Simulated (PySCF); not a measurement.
A PySCF script (with the pyscf-properties extension) for the NMR shieldings of SMILES BSBCBB(F)F, CH$_{6}$B$_{4}$F$_{2}$S, on a GFN2-xTB geometry:

```python
import basis_set_exchange as bse
import numpy as np
from pyscf import gto, dft
from pyscf.prop import nmr

atoms = """
B     2.937681    1.117917    0.054637
S     1.582888    0.549526   -0.932104
B     0.758463   -0.685414    0.072774
C    -0.594623   -1.317716   -0.446650
B    -1.732071   -0.609435    0.377089
B    -2.349688    0.878472   -0.070101
F    -1.803180    2.026047    0.320132
F    -3.427013    1.090142   -0.813850
H     3.616374    1.951183   -0.397325
H     3.131875    0.662508    1.111193
H     1.225656   -1.003964    1.095793
H    -0.693167   -1.142610   -1.516881
H    -0.585461   -2.389705   -0.252057
H    -2.068411   -1.127424    1.375185
"""
names = dict.fromkeys(["B", "S", "C", "F", "H"], "pcSseg-1")
basis = {el: gto.basis.parse(bse.get_basis(n, elements=[el], fmt="nwchem")) for el, n in names.items()}
mol = gto.M(atom=atoms, basis=basis, charge=0, verbose=0)
mf = dft.RKS(mol, xc="PBE0")
mf.grids.level = 2
mf.grids.alignment = dft.numint.BLKSIZE   # the property module wants whole blocks of grid points
mf.conv_tol = 1e-9
mf.kernel()

calc = nmr.RKS(mf)   # GIAO
C = mf.mo_coeff
Co = C[:, mf.mo_occ > 0]
resp = mf.gen_response(singlet=True, hermi=2)
def vind(x):   # induced exchange potential for any number of trial vectors
    d = np.einsum("pi,xij,qj->xpq", C, 2 * x.reshape(-1, C.shape[1], Co.shape[1]), Co, optimize=True)
    return np.einsum("xpq,pi,qj->xij", resp(d - d.transpose(0, 2, 1)), C, Co, optimize=True).ravel()
mo1, _ = nmr.rhf.solve_mo1(calc, with_cphf=vind)
sigma = calc.kernel(mo1)
for i, s in enumerate(sigma):   # ppm
    w = np.linalg.eigvalsh((s + s.T) / 2)
    print("%2d %-2s iso %8.1f  s11 %8.1f  s22 %8.1f  s33 %8.1f" % (i, mol.atom_pure_symbol(i), w.mean(), *w))
```

Q: Give the expected output.

A: 
```
 0 B  iso     23.7  s11    -33.2  s22    -19.3  s33    123.6
 1 S  iso    292.9  s11     17.3  s22    105.3  s33    756.1
 2 B  iso     20.7  s11    -31.4  s22    -15.3  s33    108.9
 3 C  iso    126.8  s11     39.8  s22    144.2  s33    196.4
 4 B  iso      7.8  s11    -73.0  s22    -42.8  s33    139.2
 5 B  iso     69.4  s11     31.6  s22     81.3  s33     95.3
 6 F  iso    213.7  s11     20.2  s22    252.9  s33    367.9
 7 F  iso    216.2  s11     21.2  s22    262.0  s33    365.4
 8 H  iso     24.1  s11     18.9  s22     26.3  s33     27.1
 9 H  iso     24.1  s11     18.0  s22     26.3  s33     28.1
10 H  iso     24.2  s11     20.3  s22     25.2  s33     27.0
11 H  iso     27.9  s11     26.4  s22     26.7  s33     30.6
12 H  iso     27.7  s11     25.2  s22     27.1  s33     31.0
13 H  iso     22.7  s11     14.5  s22     26.2  s33     27.4
```

These numbers come from an equivalent density-fitted implementation of the same equations, which agrees with the script to about 0.01 ppm for H and up to a few tenths of a ppm for heavy atoms, so last digits may differ.

Size and cost of the density-fitted run: 173 basis functions, 40 s wall time on 1 thread of an Arm Neoverse N1, shared host; peak memory 0.77 GiB.
